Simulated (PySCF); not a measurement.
**In (indium, neutral) across methods**

[Kr] 4d10 5s2 5d1, 2D determinant (an excited configuration). All numbers are calculated (PySCF 2.14, scalar relativity through the core potential, in aug-cc-pVTZ-PP with ECP28MDF (6s5p4d2f, 55 functions)).

| method | E (hartree) | mean ε 5s α (eV) | mean ε 5s β (eV) | mean ε 5d α (eV) | Σ⟨r²⟩ (bohr²) | ⟨S²⟩ |
| --- | --- | --- | --- | --- | --- | --- |
| LDA | -189.6524 | -11.225 | -11.158 | -0.527 | 91.14 | 0.750 |
| revPBE | -190.0376 | -10.773 | -10.738 | -0.701 | 93.31 | 0.750 |
| UHF | -189.06382 | -13.201 | -13.165 | -1.231 | 94.70 | 0.750 |
| r2SCANh | -190.0200 | -11.318 | -11.412 | -0.631 | 92.24 | 0.750 |
| r2SCAN | -190.0346 | -10.993 | -11.099 | -0.551 | 92.27 | 0.750 |
| PBE0 | -189.9727 | -11.672 | -11.626 | -0.863 | 92.77 | 0.750 |
| B3LYP | -190.0465 | -11.637 | -11.626 | -0.795 | 92.39 | 0.750 |
| PBE | -189.9815 | -10.876 | -10.825 | -0.657 | 92.64 | 0.750 |
| M06 | -190.0426 | -12.066 | -12.009 | -0.711 | 91.94 | 0.750 |

Energies and moments cover only the electrons outside the core potential. The outer electron is Rydberg-like, and this basis confines it to a smaller radius and binds it less than a complete one would.
